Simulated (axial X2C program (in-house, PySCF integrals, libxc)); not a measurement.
# Worked dissociation energy of RbSi: CCSD, two-component

Computed with an axial X2C code built on PySCF integrals. Two-component (2c) means X2C with spin–orbit coupling and atomic mean-field two-electron Coulomb and Gaunt terms. Basis: Rb dyall-cv3z [12s13p8d4f1g], Si dyall-v3z [8s7p2d1f] (cores contracted in-house); Gaussian nuclei, density fitting, unrestricted open shells. Masses: Rb 84.912 u, Si 27.977 u.

Molecular state: Ω = 3/2 (⟨Sz⟩ = 1.50, ⟨Lz⟩ = 0.00 at HF).

Correlated methods: 13 electrons correlated (number of frozen shells: Rb 3 s, 2 p, 1 d; Si 2 s, 1 p), 233 virtual spin orbitals or spinors in MP2, 90 natural virtuals in coupled cluster.

| Quantity | Value |
| --- | --- |
| E(Rb) (2M_J = 1) | -2978.281507 hartree |
| E(Si) (2M_J = 2) | -289.501225 hartree |
| E(RbSi) at Re | -3267.837599 hartree |
| ωe | 178.1 cm⁻¹ |
| ωexe | 0.615 cm⁻¹ |

Question: Work out De and D0.

Answer: De = -2978.281507 + (-289.501225) − (-3267.837599) = 0.05487 hartree = 1.493 eV. The zero-point energy is ωe/2 − ωexe/4 = 89 cm⁻¹ = 0.011 eV, so D0 = 1.482 eV.

One determinant describes the state; a PBE0 search over occupations chose it and may have missed a lower one. De is counted from the lowest determinant-based energies of the atoms at the same level, without counterpoise correction. CCSD ran in a truncated set of natural virtual spinors with an MP2 remainder; without triples it tends to underbind. In 2c an atomic determinant is not the ground J level, so De misses part of the atomic spin–orbit lowering. This holds for CCSD. PBE0 can misorder states that lie within some tenths of an eV, so this need not be the ground state of the molecule. The nearest other 2c determinant of the search, Ω = 1/2, lies 0.45 eV up at the distance of the search. With several unpaired electrons one determinant need not be a pure state. This is the top spin component of a Σ state; components of lower Ω are not single determinants and can lie lower.

Each atomic determinant is the lowest at this level and need not be a pure J level. Totals compare only within one Hamiltonian and basis.
